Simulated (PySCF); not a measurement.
Si(Cl)(F)2(nPr), C₃H₇ClF₂Si, SMILES CCC[Si](F)(F)Cl (B3LYP/def2-SVP optimised geometry):

```
14

C      2.088    -0.920    -0.023
C      0.559    -0.970    -0.014
C     -0.090     0.426     0.000
Si    -1.943     0.426     0.000
F     -2.520     1.934     0.000
F     -2.524    -0.280    -1.331
Cl    -2.740    -0.554     1.621
H      2.477    -0.398     0.866
H      2.520    -1.934    -0.031
H      2.466    -0.388    -0.912
H      0.213    -1.540     0.865
H      0.203    -1.529    -0.897
H      0.242     0.999     0.885
H      0.232     1.013    -0.880
```

Calculation: B3LYP/def2-TZVP (PySCF).

Q: What are the frontier orbital energies and the dipole moment?

A: HOMO-2 -9.58 eV, HOMO-1 -9.42 eV, HOMO -9.05 eV, LUMO 0.32 eV, LUMO+1 0.87 eV; dipole moment 2.65 D.

On the same geometry PySCF 2.14.0 with PBE/def2-TZVP gives HOMO-2 -8.37 eV, HOMO-1 -8.21 eV, HOMO -7.90 eV, LUMO -0.27 eV, LUMO+1 0.16 eV; dipole moment 2.59 D.

Meta-Löwdin charges at B3LYP/def2-TZVP: C1 -0.32, C2 -0.17, C3 -0.48, Si4 1.45, F5 -0.49, F6 -0.49, Cl7 -0.29, H8 0.10, H9 0.11, H10 0.10, H11 0.10, H12 0.10, H13 0.13, H14 0.13.
